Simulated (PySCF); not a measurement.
Cl: excitation energy

Cl [Ne] 3s2 3p5 (2P) → Cl [Ne] 3s1 3p6 (2S), as a difference of total energies. All numbers are calculated (PySCF 2.14, the spin-free X2C one-electron Hamiltonian (Gaussian nucleus), in aug-cc-pCVTZ-DK). Correlated levels: nothing frozen. The calculations carry no spin-orbit coupling.

```json
{"method": "UHF", "excitation energy (cm⁻¹)": "125680"}
{"method": "MP2 (all electrons)", "excitation energy (cm⁻¹)": "105010"}
{"method": "SCS-MP2 (all electrons)", "excitation energy (cm⁻¹)": "103200"}
{"method": "CCSD (all electrons)", "excitation energy (cm⁻¹)": "95589"}
{"method": "CCSD(T) (all electrons)", "excitation energy (cm⁻¹)": "86762"}
```

Errors of the correlated levels include the incompleteness of this basis.

The coupled-cluster amplitudes are large for the upper state (T1 above 0.03 or a double amplitude above 0.15), so a single reference is strained.

**Question.** Which method comes closest to the reference value, and which is furthest?

**Answer.** The reference is 85385 cm⁻¹ (measured; NIST levels, between the centres of gravity of the two terms). Closest: CCSD(T) (all electrons) (error 1376.9 cm⁻¹); furthest: UHF (error 40293 cm⁻¹).
